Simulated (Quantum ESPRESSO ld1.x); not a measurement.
Q: These are the eigenvalues of the occupied orbitals of an atom or ion with whole-number occupations (eV). All-electron calculation, Dirac Kohn-Sham, LDA (Slater exchange, VWN5 correlation), spin-unpolarised, spherical densities, point nucleus. Program: ld1.x of Quantum ESPRESSO 7.5.

1s1/2: -10216.2
2s1/2: -1267.93
2p1/2: -1124.68
2p3/2: -1097.09
3s1/2: -155.766
3p1/2: -109.462
3p3/2: -105.822
3d3/2: -28.0383
3d5/2: -27.5742
4s1/2: -16.6534

Which element is it, and in what charge state? The configuration may be excited. Open shells, if any, fill j = l - 1/2 first.

A: Z = 31, gallium, charge +1: Ga+ in [Ar] 3d10 4s2. The list shows which subshells hold electrons but not how many an open one holds; the 1s level, -375.44 hartree, gives Z - s = 27.4 by -(Z - s)^2/2, which with screening and relativity narrows Z to a few neighbours, and the depths of the outer levels then fix element, charge and occupations together.
